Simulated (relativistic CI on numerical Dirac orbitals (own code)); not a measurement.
# Calculated levels, Ho²⁹⁺

These numbers are calculated, not measured: Dirac-Coulomb-Breit CI, separate exchange-only KLI orbitals for each configuration, model QED (radiative potential, 1s self-energy scaled to tabulated hydrogen-like ionisation energies), unscaled Slater integrals (own radial code, finite nucleus).

CI space (outside the closed core [Ar] 3d10): 4s2 4p6 4d2, 4s2 4p5 4d3, 4s2 4p6 4d 4f, 4s 4p6 4d3, 4s2 4p5 4d2 4f, 4s 4p6 4d2 4f, 4s2 4p6 4d 5s, 4s2 4p6 4f 5s, 4s2 4p6 4d 5p, 4s2 4p6 4d 5d, 4s2 4p5 4d2 5s, 4s2 4p6 4d 5f, 4s2 4p6 5s 5p, 4s2 4p6 4d 5g, 4s2 4p6 4d 6s, 4s 4p6 4d2 5s, 4s2 4p6 4d 6d, 4s2 4p6 4d 6g, 4s2 4p6 4f2, 4s2 4p5 4f3, 4s 4p6 4f3, 4p6 4d4, 4p5 4d5, 4p5 4d4 4f, 4s2 4p6 4f 5p, 4s2 4p5 4f2 5p, 4s 4p6 4f2 5p, 4s2 4p6 5s2, 4s2 4p5 4f 5s2, 4s 4p6 4f 5s2, 4s2 4p6 5p2, 4s2 4p5 4f 5p2, 4s 4p6 4f 5p2, 4p6 4d3 5s, 4p5 4d4 5s, 4p5 4d3 4f 5s, 4s 4p6 4d 5s2, 4s 4p5 4d 4f 5s2, 4p6 4d 4f 5s2. Double excitations out of closed p, d and f shells are left out; levels of such configurations are missing from the list, as are those of other unlisted configurations, and high levels can miss mixing partners. These lack a partner that the ground configuration has and come out too high: 4s2 4p5 4d2 5s, 4s 4p6 4d2 5s.

The lowest level is 4s2 4p6 4d2 3F_2, with 79 % of that term; Hund's rules for 4s2 4p6 4d2 give 3F with J = 2, in agreement.

```
No.  Configuration  Term  J   E (eV)   %   Next component (%)  Lifetime (s)
  1    4s2 4p6 4d2    3F  2    0.000  79                18 1D              
  2    4s2 4p6 4d2    3P  0    6.910  80                19 1S      3.84e-01
  3    4s2 4p6 4d2    3F  3    9.545  99  1 4s2 4p5 4d2 4f 3F      1.08e-04
  4    4s2 4p6 4d2    3P  2   13.004  48                35 1D      1.84e-04
  5    4s2 4p6 4d2    1G  4   13.689  51                48 3F      2.70e-03
  6    4s2 4p6 4d2    3P  1   14.042  99  1 4s2 4p5 4d2 4f 3P      2.88e-04
  7    4s2 4p6 4d2    3F  4   22.217  51                48 1G      7.28e-05
  8    4s2 4p6 4d2    3P  2   24.286  48                46 1D      6.37e-05
  9    4s2 4p6 4d2    1S  0   33.662  81                19 3P      2.49e-05
 10    4s2 4p5 4d3   5F°  2  130.286  29               22 3D°      1.08e-09
 11    4s2 4p5 4d3   5D°  1  131.147  41               25 5F°      7.65e-10
 12    4s2 4p5 4d3   5D°  0  132.919  77               21 3P°      1.57e-09
 13    4s2 4p5 4d3   5F°  3  134.312  30               22 5G°      1.18e-09
 14    4s2 4p5 4d3   5D°  3  137.501  36               21 3D°      1.86e-09
 15    4s2 4p5 4d3   5S°  2  138.379  44               17 5P°      6.04e-10
 16    4s2 4p5 4d3   5F°  4  138.705  40               31 5G°      1.53e-09
 17    4s2 4p5 4d3   3F°  2  140.499  41               34 5D°      5.73e-10
 18    4s2 4p5 4d3   5D°  1  141.283  39               36 3D°      1.78e-10
 19    4s2 4p5 4d3   5G°  5  141.596  35               23 5F°      7.81e-10
 20    4s2 4p5 4d3   3F°  4  142.419  32               30 5D°      1.27e-09
 21    4s2 4p5 4d3   3G°  3  142.434  43               32 3F°      3.61e-10
 22    4s2 4p5 4d3   3H°  6  143.327  44               30 5G°      9.28e-03
 23    4s2 4p5 4d3   3P°  0  144.105  54               28 1S°      4.39e-09
 24    4s2 4p5 4d3   3G°  4  145.263  29               16 1G°      4.83e-09
 25    4s2 4p5 4d3   3G°  3  146.181  21               21 5D°      1.41e-09
 26    4s2 4p5 4d3   3D°  2  146.432  28               23 1D°      1.18e-09
 27    4s2 4p5 4d3   3S°  1  146.540  34               30 3P°      1.76e-10
 28    4s2 4p5 4d3   3G°  5  148.978  37               20 5G°      5.74e-09
 29    4s2 4p5 4d3   3G°  4  149.012  39               23 5D°      1.09e-09
 30    4s2 4p5 4d3   3D°  2  149.589  27               23 3P°      2.90e-10
```

Energies count from the lowest computed level; ° marks odd parity; lifetimes are radiative, by E1, M1, E2, M2, E3 decay to levels of this space only.

The mean weight of the leading LS term, summed over parents, in these 30 levels is 48 %, and that of the leading jj configuration (from the same eigenvectors) 84 %, so jj coupling describes them better and the LS labels are nominal.

At this charge energies of transitions that change n are usually good to better than 1 %, and those within a shell (Δn = 0) to a few per cent. Terms inside the open d or f shell come out 10 to 20 % too wide with unscaled integrals.

LS names give the leading component of a level, which can be under half, so a name can repeat, a term be missing and a line seem to break the LS rules.
